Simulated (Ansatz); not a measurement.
Calculated with Ansatz (gas phase, PBE0-D4/def2-TZVP geometries, no zero-point term in ΔE). CCSD(T)/CBS adds triple-zeta CCSD(T) − MP2 to the extrapolated MP2 energy (def2 sets, frozen cores). This one scheme is used for every species. Functionals use def2-TZVPP. B3LYP here is the variant with VWN-RPA as its local correlation; programs differ in this. HSE06 is defined as in plane-wave codes. Each species was taken in one conformer, which may not be the lowest.

Reaction (formal exchange of groups at a B–B bond): `CBBN` + `N[SiH3]` → `CB[SiH2]N` + `BN`

`CBBN`:

Cartesian coordinates in Å:
```
C -1.710 -0.145 -0.479
B -0.326 0.580 -0.497
B 0.898 0.322 0.619
N 1.967 -0.561 0.494
H -2.147 -0.280 -1.473
H -2.386 0.560 0.034
H -1.755 -1.084 0.076
H -0.202 1.463 -1.311
H 0.865 0.962 1.644
H 2.675 -0.666 1.201
H 2.120 -1.151 -0.306
```

`N[SiH3]`:

```xyz
7

N     0.504    0.932    0.124
Si   -0.346   -0.533   -0.174
H     1.511    0.940    0.083
H     0.172    1.565    0.833
H     0.186   -1.123   -1.430
H    -0.239   -1.579    0.888
H    -1.787   -0.202   -0.324
```

`CB[SiH2]N`:

Cartesian coordinates in Å:
```
C -1.646 0.921 -0.978
B -0.361 0.061 -0.820
Si 0.572 -0.186 0.946
N 2.107 -0.949 0.746
H -1.925 1.545 -0.127
H -2.469 0.209 -1.155
H -1.618 1.534 -1.886
H 0.034 -0.524 -1.795
H -0.392 -0.924 1.835
H 0.797 1.120 1.635
H 2.702 -1.127 1.539
H 2.199 -1.681 0.059
```

`BN`:

Z-matrix (Å, degrees):
```
B
N 1 1.385
H 1 1.197 2 119.0
H 1 1.197 2 119.0 3 -180.0
H 2 1.006 1 123.2 3 -0.0
H 2 1.006 1 123.2 3 180.0
```

Problem. Is it downhill or uphill in electronic energy at CCSD(T)/CBS, and by how much? (Estimate.)

Solution. Ansatz gave: Downhill: ΔE = -3.9 kJ/mol.

Problem. What do these levels give: PBE-D4, B3LYP-D4, r2SCANh-D4, r2SCAN0-D4, HSE06-D4, B3LYP, LC-ωPBE, MP2/def2-SVP, CCSD(T)/def2-SVP, HF/def2-TZVPP, CCSD/def2-TZVPP, MP2/CBS(def2)? (Best estimate.)

Solution. Computed: PBE-D4 -5.0, B3LYP-D4 -3.3, r2SCANh-D4 -3.1, r2SCAN0-D4 -2.9, HSE06-D4 -4.1, B3LYP -1.0, LC-ωPBE -1.6, MP2/def2-SVP -1.0, CCSD(T)/def2-SVP -1.6, HF/def2-TZVPP 0.3, CCSD/def2-TZVPP -3.1, MP2/CBS(def2) -3.1 kJ/mol.

Largest T1 diagnostic among the species: 0.012.

Leaving LDA and LC-ωPBE aside and taking each functional with its dispersion term where it has one, the values, not all of them listed here, spread over 3.9 kJ/mol, from revPBE-D4 to B97M-V. In def2-TZVPP, CCSD(T) changes the Hartree–Fock value by −4.2 kJ/mol (the triples alone add −0.9 kJ/mol) and MP2 by −3.4 kJ/mol.
